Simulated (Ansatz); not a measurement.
Reactions of CH$_{3}$FOZn, SMILES `C[O][Zn][F]`.

Gas-phase electronic energies from Ansatz, PBE0-D4/def2-TZVP geometries. CCSD(T)/CBS adds triple-zeta CCSD(T) − MP2 to the extrapolated MP2 energy (def2 sets, frozen cores). This one scheme is used for every species. For Zn outer-core shells are correlated without core-valence functions, which leaves a few kJ/mol of doubt a bond. Scalar relativity is left out up to krypton. One conformer a species, not always the lowest.

Problem. Order these by ΔE at CCSD(T)/CBS, lowest first. (Best estimate.)
A. `C[O][Zn][F]` + HCl → `[F][Zn][Cl]` + CH₃OH
B. `C[O][Zn][F]` + H₂ → `[F][ZnH]` + CH₃OH
C. `C[O][Zn][F]` + `CCCC=O` → `[F][ZnH]` + `CCCC(=O)OC`

Solution. A (-1.08 eV), C (-0.32 eV), B (-0.05 eV).

Largest T1 diagnostic: 0.018, for `[F][ZnH]`.
